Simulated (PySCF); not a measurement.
Coordinates in bohr (charge 1 multiplicity 5):
```
Co    0.0000    0.0000    0.0000
I     0.0000    0.0000    4.5299
I     0.0000    0.0000   -4.5299
```

Method: UPBE0 in PySCF with Co def2-SVP, I def2-SVP with ECP28; scalar-relativistic core potentials, no spin–orbit coupling; density-fitted integrals.

This geometry of CoI₂⁺ is a stationary point at this level.

Task: What is the point group?

Result: D∞h.

Task: Is it a minimum?

Result: Yes: all harmonic wavenumbers are real, though the softest, 45 cm⁻¹, leaves little margin.

Task: List the harmonic modes with their infrared intensities.

Result: 
```
symmetry  ω (cm⁻¹)  IR (km/mol, summed over degenerate members)
      πu        45                                         11.6
     σg+       164                                          0.0
     σu+       373                                         29.5
```

In D∞h the vibrations span πu + σg+ + σu+. The σg+ mode carries no infrared intensity, as symmetry demands. With a centre of inversion only u modes can be infrared active and only g modes Raman active.

Only a few start shapes were tried, so a lower isomer may exist. Other spin states or occupations of the open shell can lie lower. At this level a quintet minimum of D∞h symmetry lies 3 kJ/mol below this structure. No spin–orbit coupling is included, which matters more the heavier the element.
